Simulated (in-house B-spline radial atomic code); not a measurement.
# Ar2+: [Ne] 3s1 3p4 4s1 (an excited or competing configuration)

All numbers are computed (non-relativistic LDA VWN5, spin-polarised, spherical fractional occupations; point nucleus) with an all-electron radial atomic-structure program (B-spline basis), not measured.

Screening seen three ways: the hydrogenic charge with the same mean radius, Z_r = [3n² - l(l+1)]/(2<r>), the one with the same energy, Z_e = n√(-2ε), and Slater's rules. Values are occupation-weighted means over spin.

```json
{"shell": "1s", "electrons": "2", "ε (eV)": "-3137.5", "<r> (bohr)": "0.08641", "Z_r": "17.36", "Z_e": "15.19", "Slater": "17.70"}
{"shell": "2s", "electrons": "2", "ε (eV)": "-333.08", "<r> (bohr)": "0.4171", "Z_r": "14.38", "Z_e": "9.90", "Slater": "13.85"}
{"shell": "2p", "electrons": "6", "ε (eV)": "-269.27", "<r> (bohr)": "0.3771", "Z_r": "13.26", "Z_e": "8.90", "Slater": "13.85"}
{"shell": "3s", "electrons": "1", "ε (eV)": "-58.62", "<r> (bohr)": "1.295", "Z_r": "10.42", "Z_e": "6.23", "Slater": "7.80"}
{"shell": "3p", "electrons": "4", "ε (eV)": "-42.356", "<r> (bohr)": "1.406", "Z_r": "8.89", "Z_e": "5.29", "Slater": "7.80"}
{"shell": "4s", "electrons": "1", "ε (eV)": "-16.571", "<r> (bohr)": "3.283", "Z_r": "7.31", "Z_e": "4.41", "Slater": "3.75"}
```

The least bound orbital is 4s up at -16.57 eV, and it is also the most diffuse (<r> = 3.283 bohr).
